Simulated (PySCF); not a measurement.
Species: C3H13PSi3.
Geometry (PBE0-D3(BJ)/def2-SVP, Å), atoms numbered from 1 in this order:
```
atom  x, y, z in Å
C1    -1.7136   -0.7737   -1.8093
C2    -1.9941   -0.2794   -0.5961
C3    -3.2997   -0.5381    0.1015
Si4   -0.7390    0.7905    0.3093
P5     1.2202    0.7987   -0.8183
Si6    2.3671    2.1007    0.6244
Si7    1.9867   -1.1965   -0.0882
H8    -0.7620   -0.5716   -2.3128
H9    -2.4332   -1.3992   -2.3523
H10   -3.8401    0.4036    0.2979
H11   -3.1409   -1.0166    1.0823
H12   -3.9566   -1.1893   -0.4958
H13   -1.2151    2.2074    0.4049
H14   -0.5759    0.2856    1.7124
H15    2.1949    1.6914    2.0540
H16    3.8161    2.0170    0.2708
H17    1.8947    3.5077    0.4614
H18    1.8945   -1.3466    1.3982
H19    1.1859   -2.2753   -0.7388
H20    3.4174   -1.3243   -0.4994
```

Method used: TDDFT CAM-B3LYP/def2-SVPD, vertical, gas phase, core orbitals frozen in the response (PySCF).

Frontier orbitals with the atoms that hold most of them (Löwdin shares over 4%, at most four atoms; ? is withheld):

```json
{"orbital": "HOMO-3", "ε (eV)": "-9.75", "atoms": "P5 34%, Si7 21%, Si6 12%, Si4 7%"}
{"orbital": "HOMO-2", "ε (eV)": "-9.60", "atoms": "P5 28%, Si4 16%, C2 13%, Si6 12%"}
{"orbital": "HOMO-1", "ε (eV)": "-8.97", "atoms": "C1 35%, C2 33%, C3 7%, Si4 6%"}
{"orbital": "HOMO", "ε (eV)": "?", "atoms": "?"}
{"orbital": "LUMO", "ε (eV)": "0.64", "atoms": "?"}
{"orbital": "LUMO+1", "ε (eV)": "0.89", "atoms": "Si7 24%, P5 18%, Si4 10%, Si6 10%"}
{"orbital": "LUMO+2", "ε (eV)": "0.90", "atoms": "Si4 20%, P5 15%, Si6 13%, C3 8%"}
```

Q: Give the leading atoms of the HOMO.

A: P5 (bonded to 3 Si) 60%; Si6 (bonded to P and 3 H) 9%; Si7 (bonded to P and 3 H) 9%; Si4 (bonded to C, P and 2 H) 8%. By element: phosphorus 60%, silicon 26%.

Q: Give the leading atoms of the LUMO.

A: C1 (bonded to C and 2 H) 27%; C2 (bonded to 2 C and Si) 23%; Si4 (bonded to C, P and 2 H) 11%; H9 (bonded to C) 5%. By element: carbon 50% or more, silicon 11% or more, hydrogen 5% or more.

Q: What is the HOMO energy, and the HOMO–LUMO gap?

A: ε(HOMO) = -8.42 eV; the gap is 9.06 eV (0.3329 hartree).

Q: How does S1 compare with the orbital gap of 9.06 eV?

A: S1 is at 6.19 eV (f = 0.0050), 2.86 eV below the gap, made of HOMO→LUMO+2 (29%), HOMO→LUMO+1 (21%), HOMO→LUMO (16%). Its leading pair isn't HOMO and LUMO; the energies of that pair differ by 9.33 eV. 

Next come S2 at 6.23 eV (f 0.036), HOMO→LUMO+1 (52%), HOMO→LUMO (31%); S3 at 6.32 eV (f 0.0073), HOMO→LUMO+5 (37%), HOMO→LUMO+2 (22%), HOMO→LUMO+4 (20%); S4 at 6.39 eV (f 0.041), HOMO→LUMO (32%), HOMO→LUMO+3 (28%), HOMO→LUMO+2 (10%); S5 at 6.43 eV (f 0.044), HOMO→LUMO+3 (42%), HOMO→LUMO+4 (17%), HOMO→LUMO+2 (17%).

Löwdin shares depend on the basis, the more so with diffuse functions.

Hardware: one thread of an Arm Neoverse V1, no GPU, shared host with 32 logical CPUs at a one-minute load of 14. Cost: 7.6 min (with the writing of density and orbital grids), 1.3 GiB resident at most.

One conformer stands for the species.
